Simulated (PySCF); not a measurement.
C₂H₄BNO₂, SMILES CB(O)N=C=O.

Coordinates come from a PBE0-D3(BJ)/def2-SVP optimisation. This is a generated structure with no PubChem entry under its InChIKey; it may be hypothetical. Other conformers were not sampled.

Two levels are set side by side: TDDFT-PBE/def2-SVPD (PySCF) and TDDFT-CAM-B3LYP/def2-SVPD (PySCF). Vertical, same geometry. The lowest singlet is HOMO→LUMO 100 % with PBE and HOMO→LUMO+1 95 % with the other functional; states are paired by order. Differences are taken from unrounded values.

```
quantity                               TDDFT-CAM-B3LYP  TDDFT-PBE  TDDFT-PBE minus TDDFT-CAM-B3LYP
-------------------------------------  ---------------  ---------  -------------------------------
lowest singlet excitation (eV)                    6.27       5.71                            -0.56
lowest triplet excitation (TDA) (eV)              6.06       5.51                            -0.55
first bright state (f over 0.05) (eV)             7.22       6.76                            -0.46
its oscillator strength                           0.10       0.13                             0.04
```

A lower first singlet is the usual sign of a functional without exact exchange. Differences between two approximate levels are no errors against the true value.

Rough cost on one machine, each run with all the roots and properties that it gave: TDDFT-CAM-B3LYP against TDDFT-PBE about 6 times.
